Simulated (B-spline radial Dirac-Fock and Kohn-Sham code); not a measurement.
**Atomic SCF run for La⁴⁺**

ΔSCF core binding energies without Breit or QED terms, calculated with a radial B-spline solver. Keys: rel is the Hamiltonian (dirac, or spin-free x2c and nr, where L3 and M5 stand for the whole 2p and 3d shells), method is hf or an exchange,correlation pair (spin-unpolarised, also for the hole states), nuc the nuclear model, radius_factor scales its radius, rmax is the box in bohr, h the logarithmic mesh step, order the B-spline order, points the quadrature points per cell, c_factor scales the speed of light, and damp, ndamp, maxit and tol steer the iteration. The run stops when the commutator error falls below 10·tol·max(1, Z/10), or the numerical noise floor, and the energy has settled to about 1e-8 Ha; the virial ratio is −V/T.

Input (task.json):

```json
{"items": [{"Z": 57, "q": 4, "cfg": [[1, 0, 2], [2, 0, 2], [2, 1, 6], [3, 0, 2], [3, 1, 6], [3, 2, 10], [4, 0, 2], [4, 1, 6], [4, 2, 10], [5, 0, 2], [5, 1, 5]], "A": 139, "rrms": 4.855, "do": "settings", "holes": ["K", "L3", "M5"],
  "settings": [{"rel": "dirac", "method": "hf", "nuc": "fermi", "radius_factor": 1.0, "rmax": 45.0, "h": 0.3, "order": 8, "points": 10, "c_factor": 1.0, "maxit": 60, "damp": 0.5, "ndamp": 3, "tol": 1e-08, "cfg": "1s2 2s2 2p6 3s2 3p6 3d10 4s2 4p6 4d10 5s2 5p7"}]}]}
```

Command: `python xray2_run.py task.json out`

The program stops without a result: overfilled shell.

Q: One setting is unsound. Which, and why?

A: cfg puts more electrons in a shell than it can hold. With the default settings (Dirac Hartree-Fock): The ground state converged in 10 iterations, with total energy -8490.60865 Ha, virial ratio 1.93449 and highest orbital energy -61.90 eV. ΔSCF binding energies: K (1s) 39124.6 eV, L3 (2p3/2) 5548.5 eV, M5 (3d5/2) 887.3 eV.
